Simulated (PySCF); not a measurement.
Species: C₆H₁₀N (doublet state).
Cartesian coordinates in Å at the GFN2-xTB level; atoms count from 1:
```
atom  x, y, z in Å
C1     2.2428    0.1670   -1.6166
C2     1.7876   -0.3244   -0.3271
C3     0.7676   -0.4607    0.4485
C4    -0.6814   -0.0571    0.0913
C5    -1.5747   -1.2907    0.1659
C6    -1.0855    0.9954    1.0727
N7    -1.1310    2.2394    0.9029
H8     1.5326    0.8770   -2.0581
H9     2.3804   -0.6646   -2.3087
H10    3.1990    0.6807   -1.5061
H11    0.8481   -0.9069    1.4313
H12   -0.6847    0.3548   -0.9235
H13   -1.5641   -1.7087    1.1705
H14   -2.6002   -1.0303   -0.0906
H15   -1.2252   -2.0512   -0.5295
H16   -1.3408    0.6386    2.0676
H17   -0.8776    2.5539   -0.0342
```

The hyperfine couplings belong to this conformer and change with its torsions.

The species is `[H]/N=C\[C@H](C)/C=[C]\C` [radical].

The calculation used PySCF, UKS B3LYP, pcH-1 on C H N, non-relativistic, mean-field spin-orbit, GIAO. Isolated species at its GFN2-xTB geometry (one conformer only). The geometry wasn't refined by DFT: couplings that depend on bond lengths, twists or pyramidal angles can differ widely from those at the functional's own minimum. The SCF solution wasn't tested for stability.

Mulliken spin populations: C1 -0.051, C2 +0.985, C3 -0.161, C4 +0.085, C5 -0.004, C6 -0.009, N7 +0.019, H8 +0.067, H9 +0.004, H10 +0.019, H11 +0.046, H12 -0.005, H13 +0.001, H14 +0.003, H15 +0.001, H16 0.000, H17 0.000.

**Question.** Give the computed dipolar 1H tensors of H8, H9, H10, H12, H13, H14, H15, H16, H17.

**Answer.** 
```csv
atom,position,distance from C2 (Å),T1 (MHz),T2,T3
H8,2 bonds from C2,2.12,-5.38,-2.01,7.39
H9,2 bonds from C2,2.10,-6.17,-4.54,10.71
H10,2 bonds from C2,2.10,-6.73,-5.64,12.38
H12,3 bonds from C2,2.63,-6.15,-0.29,6.44
H13,4 bonds from C2,3.92,-1.37,-0.86,2.24
H14,4 bonds from C2,4.45,-1.09,-0.67,1.76
H15,4 bonds from C2,3.48,-1.58,-1.21,2.79
H16,4 bonds from C2,4.06,-1.14,-0.93,2.07
H17,5 bonds from C2,3.93,-1.34,0.15,1.18
```

**Question.** Estimate them with point dipoles: put each population ρk at its nucleus, leave out the nucleus itself and the atom bound to it, and sum T = Σ [ρk/(2S)]·C·(3 n nᵀ − 1)/r³ with C = μ0 gₑ μB g_N μN/(4π h) = 79.06 MHz Å³.

**Answer.** 
```csv
atom,T1 (MHz),T2,T3,"T3, computed",difference in T3 (%)
H8,-8.08,-7.44,15.52,7.39,+110
H9,-8.90,-6.99,15.90,10.71,+48
H10,-9.14,-6.86,16.01,12.38,+29
H12,-4.05,-3.19,7.24,6.44,+12
H13,-1.49,-0.95,2.44,2.24,+9
H14,-1.30,-1.16,2.46,1.76,+40
H15,-2.03,-1.12,3.16,2.79,+13
H16,-1.27,-0.99,2.26,2.07,+9
H17,-1.40,-1.10,2.51,1.18,+112
```

**Question.** If all the spin sat on C2, T∥ = 2C/r³. What distance does the computed T3 of H14 then imply?

**Answer.** r = (2 × 79.06/1.76)^(1/3) = 4.48 Å, against 4.45 Å in the structure.
